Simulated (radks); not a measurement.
All-electron atom: neutral helium in [He].

Method: scalar-relativistic Kohn-Sham, PBE, spin-polarised, spherical densities, finite nucleus; Gaussian nuclear charge, rms radius 1.6755 fm; computed with a radial shooting solver on a logarithmic mesh with Libxc functionals.

Energy parts (eV):
| part | energy |
|---|---|
| total | -78.725 |
| kinetic | 77.725 |
| electron-nucleus | -183.134 |
| Hartree | 55.154 |
| exchange-correlation | -28.469 |

Orbitals (lengths in bohr, moments of r in powers of bohr; r(max) is where P^2 peaks; r(90%) holds 90 % of the orbital's charge):
1s: occ. 2; eigenvalue (eV) -15.7638; r(90%) 1.74; <1/r> 1.683; r(max) 0.5602

The highest occupied level is 1s at -15.764 eV. Summed over all electrons, <r^2> = 2.509 bohr^2, which gives a Langevin (diamagnetic) susceptibility term of -1.99 x 10^-6 cm^3/mol. The density falls to 0.001 e/bohr^3 at r = 2.56 bohr. The electron density at the nucleus is 3.694 e/bohr^3 (large components only).
